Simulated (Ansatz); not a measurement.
Forces on a displaced structure

CH4Sb (SMILES [CH2][SbH2]), doublet, displaced at random from a GFN2-xTB minimum.

```json
{"atom": "C1", "x (Å)": "-0.1813", "y (Å)": "-0.9462", "z (Å)": "-0.0391"}
{"atom": "Sb2", "x (Å)": "0.8052", "y (Å)": "0.8836", "z (Å)": "0.1283"}
{"atom": "H3", "x (Å)": "-0.2661", "y (Å)": "-1.5549", "z (Å)": "0.9045"}
{"atom": "H4", "x (Å)": "-0.0231", "y (Å)": "-1.5288", "z (Å)": "-0.9124"}
{"atom": "H5", "x (Å)": "0.0007", "y (Å)": "1.5731", "z (Å)": "-1.2517"}
{"atom": "H6", "x (Å)": "-0.3440", "y (Å)": "1.6005", "z (Å)": "1.1945"}
```

Program: Ansatz 0.2.0. Basis: def2-TZVPP. Cores are frozen in the correlated methods; orbitals are unrestricted. Filled d shells of the heavier atoms are correlated. Core potentials replace the inner electrons of the atoms past krypton. The def2 sets are not built for correlating such inner shells, so the correlated values are less sure here.

CCSD(T) forces from the calculation:
| atom | Fx | Fy | Fz (eV/Å) |
| --- | --- | --- | --- |
| C1 | 0.083 | -0.593 | 1.894 |
| Sb2 | -0.538 | 0.713 | -0.312 |
| H3 | -0.096 | 0.653 | -1.039 |
| H4 | -0.035 | -0.437 | -0.778 |
| H5 | 0.336 | -0.164 | 0.381 |
| H6 | 0.250 | -0.173 | -0.146 |

Problem. Which atom feels the largest CCSD(T) force, and how large is it?

Solution. C1, 1.99 eV/Å, along (0.04, -0.30, 0.95).

Root-mean-square difference of the force components from those of CCSD(T): PBE0-D4 0.075; wB97M-V 0.044; r2SCAN-D4 0.084; PBE-D4 0.205; B97M-V 0.138; BLYP-D4 0.235 eV/Å.

No T1 diagnostic of these runs exceeds 0.017. ⟨S²⟩ of the unrestricted Hartree–Fock references: 0.77 (a pure state has 0.75). These are differences at one structure, and CCSD(T) in triple zeta is itself an approximation.

For scale, one of the runs: CCSD(T)/def2-TZVPP forces, 137 basis functions (an equivalent command: `ansatz run in.yaml --threads 4`). Hardware: 4 CPU threads, shared host. Wall time 2.5 min; peak host memory 3.6 GiB.
